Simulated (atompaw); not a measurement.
## Tl PAW (atompaw): all-electron and pseudo phase curves

- Element: thallium
- Generator: atompaw 4.2.0.5
- Type: PAW
- Functional: LDA (PW92)
- Relativity: scalar-relativistic
- Frozen core: [Xe] 4f14
- Valence charge: 13
- Reference configuration: 5d10 6s1 6p0 (charge +2)
- Partial waves: 6s (bound): rc 2.25 bohr; 6s channel at -0.85 Ry: rc 2.25 bohr; 6p (bound, empty): rc 2.05 bohr; 6p channel at -0.65 Ry: rc 2.05 bohr; 5d (bound): rc 1.70 bohr; 5d channel at -0.6 Ry: rc 2.25 bohr; 5f channel at 0.5 Ry: rc 2.25 bohr; 5f channel at 2.95 Ry: rc 2.25 bohr
- Local potential: bessel scheme, radius 1.50 bohr
- Core correction: smooth core density matched at 2.25 bohr
- Augmentation charge: sinc compensation charge, radius 2.00 bohr; PAW radius 2.25 bohr; waves and projectors: custom rrkj gramschmidtortho

The phase is arctan(r·u′/u) with u = r·R(r), unwrapped; energies in Ry, scanned from -4 to 5 Ry. A pole is an energy at which the radial function vanishes at the test radius. The pseudo phase is shifted by a multiple of π to meet the all-electron one at the reference energy, and phase errors are pseudo minus all-electron; the curves can meet again beyond the range given. Levels narrower than the energy grid can be missing from the lists of poles.

```csv
channel,radius (bohr),reference energy (Ry),"poles, all-electron","poles, pseudo",unbroken range about the reference energy with phases within 0.05 rad,phase error 1 Ry above the reference energy (rad)
s,2.25,-1.90,0.92,"0.71, 0.98",below 0.7,+0.000
p,2.25,-1.20,3.21,"-3.94, 3.31",above -3.8,+0.000
d,2.25,-2.46,-2.01,-2.01,below 1.3,+0.000
f,2.25,0.50,2.90,2.90,the whole range,+0.000
```

Note: ghost state, extra bound levels that the all-electron valence spectrum of the same l lacks: p at -54.0 eV. A true bound ghost makes a file unfit for plane-wave use.

Phases in the d channel:

```json
{"E (Ry)": "-4.00", "all-electron": "1.240", "pseudo": "1.243"}
{"E (Ry)": "-3.52", "all-electron": "1.151", "pseudo": "1.154"}
{"E (Ry)": "-3.04", "all-electron": "0.862", "pseudo": "0.866"}
{"E (Ry)": "-2.56", "all-electron": "-0.917", "pseudo": "-0.917"}
{"E (Ry)": "-2.08", "all-electron": "-1.541", "pseudo": "-1.540"}
{"E (Ry)": "-1.60", "all-electron": "-1.680", "pseudo": "-1.680"}
{"E (Ry)": "-1.12", "all-electron": "-1.756", "pseudo": "-1.756"}
{"E (Ry)": "-0.64", "all-electron": "-1.820", "pseudo": "-1.820"}
{"E (Ry)": "-0.16", "all-electron": "-1.889", "pseudo": "-1.888"}
{"E (Ry)": "0.32", "all-electron": "-1.979", "pseudo": "-1.976"}
{"E (Ry)": "0.80", "all-electron": "-2.118", "pseudo": "-2.107"}
{"E (Ry)": "1.28", "all-electron": "-2.370", "pseudo": "-2.330"}
{"E (Ry)": "1.76", "all-electron": "-2.879", "pseudo": "-2.746"}
{"E (Ry)": "2.24", "all-electron": "-3.607", "pseudo": "-3.385"}
{"E (Ry)": "2.72", "all-electron": "-4.084", "pseudo": "-3.906"}
{"E (Ry)": "3.20", "all-electron": "-4.318", "pseudo": "-4.189"}
{"E (Ry)": "3.68", "all-electron": "-4.446", "pseudo": "-4.343"}
{"E (Ry)": "4.16", "all-electron": "-4.525", "pseudo": "-4.437"}
{"E (Ry)": "4.64", "all-electron": "-4.579", "pseudo": "-4.500"}
```
